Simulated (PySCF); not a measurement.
Excitation energy of Te(2+) by level of theory

Te(2+) [Kr] 4d10 5s2 5p2 (3P) → Te(2+) [Kr] 4d10 5s1 5p3 (5S), as a difference of total energies. Calculation: PySCF 2.14, in aug-cc-pVQZ-PP with ECP28MDF (7s7p5d3f2g, 92 functions); scalar relativity through the core potential. Correlated levels: valence: 4s2 4p6 4d10 frozen. The calculations carry no spin-orbit coupling.

| method | excitation energy (eV) |
| --- | --- |
| UHF | 5.358 |
| LDA | 8.309 |
| PBE | 7.996 |
| PBE0 | 7.482 |
| r2SCAN | 7.096 |
| LC-wPBE | 7.337 |
| r2SCANh | 7.007 |
| B2PLYP | 7.466 |
| r2SCAN0 | 6.877 |
| MP2 (valence) | 6.297 |
| SCS-MP2 (valence) | 6.705 |

Task: How much does correlation contribute at MP2 (valence)?

Result: 6.297 − (5.358) = 0.939 eV, measured against UHF.
